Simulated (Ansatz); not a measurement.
Basis-set extrapolation for C3H8OSi (`C=CO[SiH2]C`) (PBE0-D4/def2-TZVP geometry, frozen core, the Gaussian-basis code of Ansatz). Multiplicity 1, RHF reference.

```tsv
	def2-TZVPP	def2-QZVPP
HF	-482.173333	-482.191874
MP2 correlation	-0.860860	-0.921221
CCSD(T) correlation	-0.945655	not run
```

Energies in hartree. Use E(X) = E(∞) + A·exp(−7.88·√X) for Hartree–Fock and E(X) = E(∞) + B·X^(−2.97) for correlation, with X = 3 and 4, and add CCSD(T) minus MP2 of the smaller set to the MP2 limit.

Problem. What is the CCSD(T) energy at the basis-set limit?

Solution. HF limit: -482.191874 + (-0.018541) × 0.13774 = -482.19443. MP2 limit: -0.921221 + (-0.060361) × 0.74074 = -0.96593. Higher-order term: -0.945655 − (-0.860860) = -0.08480. Total: -483.24516 hartree, 79.2 kcal/mol below CCSD(T)/def2-TZVPP.
